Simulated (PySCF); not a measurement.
# Correlation energy of Cl²⁺ (chlorine, charge +2)

[Ne] 3s2 3p3, high-spin 4S determinant. Calculation: PySCF 2.14, in cc-pV(D+d)Z; no relativity, point nucleus. Frozen: [Ne]; 5 electrons correlated.

MP2 pair energies summed by pair of shells (mhartree):

```
 pair  energy  share (%)
3s-3p  -48.34       65.7
3p-3p  -17.98       24.4
3s-3s   -7.31        9.9
```

Total MP2 correlation energy: -73.63 mhartree.

Same-spin part -19.45 and opposite-spin part -54.18 mhartree; SCS-MP2 scales them by 1/3 and 6/5 to -71.50 mhartree.

```tsv
level	correlation energy (mhartree)
CCSD	-94.74
(T)	-0.98
CCSD(T)	-95.72
```

Diagnostics: T1 = 0.0018, D1 = 0.0056, largest double amplitude 0.063.

Is a single reference adequate?

Yes: T1 lies below 0.03 and no double amplitude reaches 0.07.
